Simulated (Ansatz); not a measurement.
Reaction (ligand exchange at a B–C bond): `BC[SiH2]S[SiH3]` + `[NH2][AlH2]` → `B[NH][AlH2]` + `C[SiH2]S[SiH3]`

Gas-phase electronic energies from Ansatz, PBE0-D4/def2-TZVP geometries. CCSD(T)/CBS is the MP2 limit (def2-TZVPP, def2-QZVPP) plus CCSD(T) − MP2 in def2-TZVPP, frozen cores. This one scheme is used for every species. One conformer a species, not always the lowest.

```json
{"species": "`BC[SiH2]S[SiH3]`", "CCSD(T)/CBS(def2) energy (Eh)": "-1044.23440"}
{"species": "`[NH2][AlH2]`", "CCSD(T)/CBS(def2) energy (Eh)": "-299.14566"}
{"species": "`B[NH][AlH2]`", "CCSD(T)/CBS(def2) energy (Eh)": "-324.56557"}
{"species": "`C[SiH2]S[SiH3]`", "CCSD(T)/CBS(def2) energy (Eh)": "-1018.85612"}
```

Task: Work out ΔE.

Result: ΔE = (-324.56557) + (-1018.85612) − (-1044.23440) − (-299.14566) = -0.04163 Eh = -109.3 kJ/mol.

Largest T1 diagnostic among the species: 0.012.

In def2-TZVPP, CCSD(T) changes the Hartree–Fock value by +19.8 kJ/mol (the triples alone add +2.6 kJ/mol) and MP2 by +21.4 kJ/mol. The D4 term adds +10.4 kJ/mol with B3LYP and +5.7 kJ/mol with PBE0; it sums over pairs of atoms, weighted by their polarisabilities, and B3LYP, whose exchange is more repulsive, gets the larger term.

B3LYP here is the variant with VWN-RPA as its local correlation; programs differ in this.
